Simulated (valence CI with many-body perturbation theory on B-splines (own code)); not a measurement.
# Which ion has this spectrum?

A relativistic CI+MBPT calculation for an atom or ion with 31 electrons gives these levels (cm⁻¹):

```tsv
J	Parity	E	g
1/2	odd	0	0.66
3/2	odd	361763	1.33
1/2	even	582347	2.31
3/2	even	867406	1.68
5/2	even	918954	1.39
3/2	even	995518	0.95
1/2	even	1020016	1.19
5/2	even	1251622	1.40
3/2	even	1348980	1.00
1/2	even	1382312	1.83
3/2	even	1428801	1.03
5/2	even	1462838	1.20
3/2	odd	1590696	1.33
3/2	odd	1829029	0.53
```

The energies are calculated, and their last digits are not significant.

(1) Which is it?
A. Eu32+
B. Ho36+
C. Gd33+
D. Tb34+

## Answers

(1) C. Gd33+, ground level (4s^2 4p1/2) J=1/2.
